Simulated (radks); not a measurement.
Species: Mo VII. Configuration: [Kr]. All-electron calculation, Dirac Kohn-Sham, PBE, spin-unpolarised, spherical densities, point nucleus. Program: a radial shooting solver on a logarithmic mesh with Libxc functionals. Some entries of the table are withheld. Estimate them.

orbital  occ.  eigenvalue (Ry)  <r> (bohr)  r(max) (bohr)
1s1/2       2        -1462.560     0.03517        0.02287
2s1/2       2              (1)      0.1534         0.1297
2p1/2       2              (2)      0.1308         0.1009
2p3/2       4              (3)      0.1353         0.1048
3s1/2       2        -41.29417      0.4282            (4)
3p1/2       2        -35.03066      0.4228         0.3707
3p3/2       4        -33.73744      0.4333         0.3800
3d3/2       4        -22.67983      0.4120         0.3205
3d5/2       6        -22.43433      0.4155         0.3232
4s1/2       2        -10.63080       1.064         0.9741
4p1/2       2         -8.75420         (5)            (6)
4p3/2       4         -8.54185         (7)            (8)

Answer. 
(1) 2s1/2 eigenvalue (Ry): -212.0275
(2) 2p1/2 eigenvalue (Ry): -195.5565
(3) 2p3/2 eigenvalue (Ry): -187.7255
(4) 3s1/2 r(max) (bohr): 0.3836
(5) 4p1/2 <r> (bohr): 1.138
(6) 4p1/2 r(max) (bohr): 1.027
(7) 4p3/2 <r> (bohr): 1.161
(8) 4p3/2 r(max) (bohr): 1.049
